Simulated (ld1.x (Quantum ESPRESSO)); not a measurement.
## Sb: one change to a TM potential, before and after

antimony (Sb), norm-conserving Troullier–Martins (Kleinman–Bylander form), made with ld1.x (Quantum ESPRESSO) 7.5 (PBE, fully relativistic). Core [Kr] 4d10, reference 5s2 5p2.5 (charge +0.5). Waves: 5s (bound): rc 1.90 bohr; 5p (bound): rc 2.10 bohr; 5d channel at 0.35 Ry: rc 2.10 bohr. Local part: all-electron potential smoothed inside 2.00 bohr (lloc = -1). Core correction: a·sin(br)/r model core inside 1.50 bohr.

Open shells are filled in proportion to 2j + 1 (rel_dist='average').

Change: type ultrasoft; waves now 5s (bound): rcut 1.65, rcutus 1.90 bohr; 5s channel at 3.2 Ry: rcut 1.65, rcutus 1.90 bohr; 5p (bound): rcut 1.85, rcutus 2.10 bohr; 5p channel at 0.65 Ry: rcut 1.85, rcutus 2.10 bohr; 5d channel at 0.35 Ry: rcut 1.85, rcutus 2.10 bohr; 5d channel at 1.2 Ry: rcut 1.85, rcutus 2.10 bohr; local potential all-electron potential smoothed inside 1.95 bohr (lloc = -2); augmentation built from norm-conserving waves at rcut, not smoothed further.

Cutoffs: the cutoffs (Ry, on a coarse ladder) from which the occupation-weighted sum of valence levels, in a spherical-Bessel basis at the reference potential, stays within 10 and 1 mRy of its value at 400 Ry; they do not see the model core or the augmentation charge, which bear on the density cutoff. Errors are all-electron minus pseudo energies relative to the spin-unpolarised reference configuration.

**Question.** Predict the effect on cutoff, ghosts and configuration errors.

**Answer.** The potential gets softer (21 Ry and 35 Ry → 10 Ry and 18 Ry); a bound ghost appears in d, which as a rule spoils a file; of the 7 tests that both files solve, the error grows in 5 and shrinks in 0 by more than 15 % and 0.3 meV (median size 9.5 → 9.3 meV); the range in which the s phases agree widens (upper end 0.1 → at the end of the scan); the range in which the p1/2 phases agree widens (upper end 2.1 → at the end of the scan). Several settings change at once here, so the effects cannot be laid on one of them.

| quantity | base | changed |
| --- | --- | --- |
| cutoff, loose | 21 Ry | 10 Ry |
| cutoff, tight | 35 Ry | 18 Ry |
| loose cutoff by channel (10 mRy a level) | s 12 Ry, p 10 Ry | s 8 Ry, p 6 Ry |
| bound ghosts | none | d5/2, d3/2 |
| error for 5s2 5p3, meV [ΔE -3.27 eV] | -0.1 | -0.8 |
| error for 5s2 5p2, meV [ΔE 5.06 eV] | -0.6 | -1.7 |
| error for 5s2 5p1, meV [ΔE 21.05 eV] | -14 | -27 |
| error for 5s0 5p5, meV [ΔE 13.11 eV] | -41 | -43 |
| error for 5s1 5p0, meV [ΔE 89.78 eV] | -361 | -457 |
| error for 5s1 5p4, meV [ΔE 4.82 eV] | -9.5 | -9.3 |
| error for 5s2 5p3.3, meV [ΔE -4.43 eV] | +0.1 | -1.5 |
| s: phases at 2.31 bohr within 0.05 rad from the reference energy up to (Ry; the scan ends near 5) | 0.1 | to the end of the scan |
| p1/2: phases at 2.31 bohr within 0.05 rad from the reference energy up to (Ry; the scan ends near 5) | 2.1 | to the end of the scan |
| p3/2: phases at 2.31 bohr within 0.05 rad from the reference energy up to (Ry; the scan ends near 5) | 1.7 | to the end of the scan |
| d3/2: phases at 2.31 bohr within 0.05 rad from the reference energy up to (Ry; the scan ends near 5) | 0.9 | to the end of the scan |
| d5/2: phases at 2.31 bohr within 0.05 rad from the reference energy up to (Ry; the scan ends near 5) | 0.9 | to the end of the scan |

 A true bound ghost makes a file unfit for plane-wave use even where its test errors are small: the radial tests pick states by their node count and pass the ghost by.
